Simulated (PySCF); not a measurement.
C2H7OSi, SMILES [O][SiH](C)C, multiplicity 2.

Geometry optimised at B3LYP-D3(BJ)/def2-SVP. A frequency run showed that this geometry is not a minimum. The isomer is the one that the SMILES or the coordinates give; other isomers of the formula were not compared.

All values below come from TDA-CAM-B3LYP/def2-SVPD (PySCF).

Vertical excitations. The molecule is in vacuum.

```csv
state,energy (eV),λ (nm),f,main pairs
root 1,0.29,4222,0.000,"β HOMO→LUMO 73 %, β HOMO−2→LUMO 20 %"
root 2,2.10,590,0.000,"β HOMO−3→LUMO 61 %, β HOMO−2→LUMO 28 %"
root 3,3.99,311,0.052,β HOMO−1→LUMO 97 %
root 4,4.01,309,0.012,"β HOMO−2→LUMO 48 %, β HOMO−3→LUMO 25 %, β HOMO→LUMO 24 %"
root 5,6.34,195,0.005,β HOMO−4→LUMO 99 %
root 6,6.51,190,0.019,β HOMO−5→LUMO 98 %
root 7,6.77,183,0.009,"β HOMO−6→LUMO 74 %, β HOMO−7→LUMO 15 %"
root 8,6.87,181,0.003,"β HOMO−7→LUMO 78 %, β HOMO−6→LUMO 19 %"
root 9,7.68,162,0.001,"α HOMO→LUMO+2 17 %, β HOMO→LUMO+3 59 %, β HOMO→LUMO+4 10 %"
root 10,7.98,155,0.003,"α HOMO→LUMO 6 %, β HOMO→LUMO+1 76 %"
```
Unrestricted roots are not spin-pure.
